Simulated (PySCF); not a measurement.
**Nonlinear optical response: pyrazine N-oxide (SMILES [O-][n+]1ccncc1)**

Geometry:
| atom | x (Å) | y (Å) | z (Å) |
| --- | --- | --- | --- |
| O1 | -0.912 | 2.161 | 0.252 |
| N2 | -0.385 | 1.039 | 0.220 |
| C3 | -1.134 | -0.110 | 0.190 |
| C4 | -0.508 | -1.342 | 0.154 |
| N5 | 0.813 | -1.510 | 0.146 |
| C6 | 1.527 | -0.386 | 0.175 |
| C7 | 0.977 | 0.882 | 0.212 |
| H8 | -2.211 | 0.051 | 0.197 |
| H9 | -1.132 | -2.242 | 0.131 |
| H10 | 2.618 | -0.481 | 0.169 |
| H11 | 1.541 | 1.813 | 0.236 |

Level of theory: PySCF, quadratic response CAM-B3LYP/def2-TZVPD first hyperpolarisability, Taylor convention, gas phase. Geometry: PBE0-D3(BJ)/def2-SVP.

Question: Give β for the processes computed.

Answer: In au, Taylor convention; the vector part is βᵢ = ⅓ Σⱼ (βᵢⱼⱼ + βⱼᵢⱼ + βⱼⱼᵢ); β∥ is 3/5 of the vector part along the dipole, the dipole points from − to +:
| process | λ (nm) | β vector norm | β∥ | β HRS | depolarisation ratio |
| --- | --- | --- | --- | --- | --- |
| static β(0;0,0) | ∞ | 152.1 | -91.3 | 72.7 | 3.44 |
| second harmonic β(−2ω;ω,ω) | 1907 | 159.6 | -95.8 | 76.3 | 3.45 |
| Pockels β(−ω;ω,0) | 1907 | 154.5 | -92.7 | – | – |
| second harmonic β(−2ω;ω,ω) | 1064 | 179.6 | -107.8 | 85.7 | 3.47 |
| Pockels β(−ω;ω,0) | 1064 | 160.2 | -96.1 | – | – |

Question: Which lowest excitations, dipole and polarisabilities go with it?

Answer: S1 4.31 eV (f = 0.000); S2 4.84 eV (f = 0.000); S3 5.02 eV (f = 0.203); dipole 1.52 D; isotropic α 68.0 au static, 68.3 au at 1907 nm, 69.0 au at 1064 nm, 69.2 au at 953.5 nm, 72.5 au at 532 nm.
